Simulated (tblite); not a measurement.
`[CH2]Oc1noc(C=O)n1` [radical] (doublet state). Computed geometry: GFN2-xTB, gas phase. This method treats the open shell by occupation alone, without spin polarisation.

```
atom  x, y, z in Å
C1    -2.9049   -0.4026    0.1295
O2    -1.7254   -0.8300    0.5827
C3    -0.6194   -0.2206    0.2154
N4    -0.5431    0.8265   -0.5988
O5     0.7838    1.0957   -0.6766
C6     1.4174    0.1977    0.0908
C7     2.8780    0.1812    0.2548
O8     3.6387    0.9463   -0.2666
N9     0.5929   -0.6353    0.6625
H10   -2.9658    0.4370   -0.5354
H11   -3.7462   -0.9641    0.4815
H12    3.1951   -0.6325    0.9286
```

(1) What is the repulsion energy of the bare nuclei, Σ ZA·ZB/RAB?

(2) What is the longest distance between nuclei?

(3) Work out the bond lengths C1–H10, N4–O5, O5–C6, C7=O8 in Å.

(4) How far are the heavy atoms from their best plane (unweighted least squares)?

(5) Where is the centre of mass (commonest isotopes), and what is the radius of gyration?

(6) Give the dihedral angles O5–C6–C7–O8, O2–C3–N4–O5, N9–C6–C7–O8, N9–C6–C7–H12, C1–O2–C3–N4, H10–C1–O2–C3.

(7) How far apart are these pairs, which share no bond: C1···C3, C1···C6, O2···N4, N4···H10, O5···H11, N9···H12, H10···H12?

(8) Write the matrix of distances between heavy atoms (Å, lower triangle).

## Answers

(1) 423.47 Eh over 66 pairs, with full nuclear charges and distances in bohr; the largest single term is 21.85 Eh (N4 with O5).

(2) O8···H11, 7.66 Å; the next longest distance is 6.96 Å.

(3) For C1–H10 the difference vector is (-0.0609, 0.8396, -0.6649) Å, of length 1.0727 Å. C1–H10 1.073; N4–O5 1.356; O5–C6 1.340; C7=O8 1.198 Å.

(4) 0.001 Å rms; none is more than 0.002 Å off.

(5) Mass 127.014 u; centre at (0.390, 0.141, 0.034) Å; Rg = √(Σ m r²/M) = 2.195 Å. As Ia + Ib + Ic = 2 Σ m r², the three principal moments sum to 1223.4 u·Å².

(6) O5–C6–C7–O8 0° (synperiplanar); O2–C3–N4–O5 180° (antiperiplanar); N9–C6–C7–O8 180° (antiperiplanar); N9–C6–C7–H12 0° (synperiplanar); C1–O2–C3–N4 0° (synperiplanar); H10–C1–O2–C3 0° (synperiplanar). Dihedral signs follow IUPAC: positive where, seen along the central bond, the front bond turns clockwise onto the rear one.

(7) C1···C3 2.294 Å (2 bonds apart); C1···C6 4.364 Å (4 bonds apart); O2···N4 2.353 Å (2 bonds apart); N4···H10 2.455 Å (4 bonds apart); O5···H11 5.109 Å (5 bonds apart); N9···H12 2.616 Å (3 bonds apart); H10···H12 6.422 Å (7 bonds apart).

(8) 
```
C1    0.000
O2    1.334  0.000
C3    2.294  1.315  0.000
N4    2.760  2.353  1.329  0.000
O5    4.062  3.404  2.121  1.356  0.000
C6    4.364  3.343  2.083  2.171  1.340  0.000
C7    5.814  4.725  3.521  3.585  2.468  1.470  0.000
O8    6.693  5.714  4.441  4.197  2.888  2.371  1.198  0.000
N9    3.546  2.328  1.357  2.240  2.197  1.304  2.461  3.556  0.000
```

Its GFN2-xTB frequencies are all real (lowest 74 cm⁻¹). 3 starts were optimised and ended at 0.00, 0.78 and 1.02 kcal/mol (GFN2-xTB); the lowest of these is shown.

One conformer stands for the species.
